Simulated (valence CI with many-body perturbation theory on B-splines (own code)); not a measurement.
Results of a calculation; reference values are marked as such.
**From CI to CI+MBPT in Mo20+**

Level of theory: relativistic CI+MBPT: four valence electrons over a frozen Dirac-Fock core [Ar], a basis of 9 s, 9 p, 10 d, 8 f, 5 g, 3 h, 1 i functions for each j, with the one-electron correlation potential Σ1, the two-electron term Σ2, the three-electron term Σ3, Breit, model QED; selected CI, second order for the rest (own B-spline code, finite nucleus).

No measured levels were compared; by estimate terms of the open shell hold to 2 to 4 % of their energy, and close levels can change places. Core correlation moves these levels by up to 9600 cm⁻¹, and in measured spectra 5 to 20 % of such shifts remained as error; rates that hang on mixing are uncertain with them. Only levels of the ground parity were solved; by the run's estimate the other parity begins above the list, which can be wrong where configurations are misplaced.

Each rung adds one term. CI alone is the Dirac-Coulomb CI over the frozen core; QED comes last and gives the full result, which names the levels. Energies are above 3d⁴ ⁵D_0 on the same rung, in eV.

Names give the largest LS component (configuration and term), which can be under half, so a name can repeat, a term be missing and a line seem to break the LS rules; names also repeat where a configuration has a term twice. Letters in brackets count levels of one name in rising energy.

```tsv
Level	CI alone
3d⁴ ⁵D_1	1.247
3d⁴ ⁵D_2	2.608
3d⁴ ⁵D_3	3.870
3d⁴ ⁵D_4	4.969
3d⁴ ³P_0 [a]	8.944
3d⁴ ³H_4	10.007
3d⁴ ³G_3	12.050
3d⁴ ³P_1 [a]	12.026
3d⁴ ³H_5	12.068
3d⁴ ³F_2 [a]	12.467
3d⁴ ³H_6	13.077
3d⁴ ³F_4 [a]	14.072
3d⁴ ³P_2 [a]	15.132
3d⁴ ³G_4	15.283
3d⁴ ³F_3 [a]	15.836
3d⁴ ³D_3	17.309
```

Problem. What do these energies become with core correlation, Breit and QED?

Solution. 3d⁴ ⁵D_1 1.266 (+0.0190); 3d⁴ ⁵D_2 2.584 (-0.0243); 3d⁴ ⁵D_3 3.774 (-0.0959); 3d⁴ ⁵D_4 4.774 (-0.1948); 3d⁴ ³P_0 [a] 8.680 (-0.2638); 3d⁴ ³H_4 9.738 (-0.2693); 3d⁴ ³G_3 11.678 (-0.3718); 3d⁴ ³P_1 [a] 11.758 (-0.2683); 3d⁴ ³H_5 11.769 (-0.2996); 3d⁴ ³F_2 [a] 12.131 (-0.3359); 3d⁴ ³H_6 12.692 (-0.3850); 3d⁴ ³F_4 [a] 13.717 (-0.3553); 3d⁴ ³P_2 [a] 14.602 (-0.5308); 3d⁴ ³G_4 14.669 (-0.6138); 3d⁴ ³F_3 [a] 15.380 (-0.4561); 3d⁴ ³D_3 16.474 (-0.8357).

Problem. How does the ionisation energy move along the ladder, and which term matters most?

Solution. CI alone 881.29, + Σ1 883.73, + Σ2 890.64, + Σ3 890.67, + Breit 890.35, + QED 890.39 eV. The largest step is Σ2, 6.91 eV. NIST lists 890 ± 4 eV (theoretical).
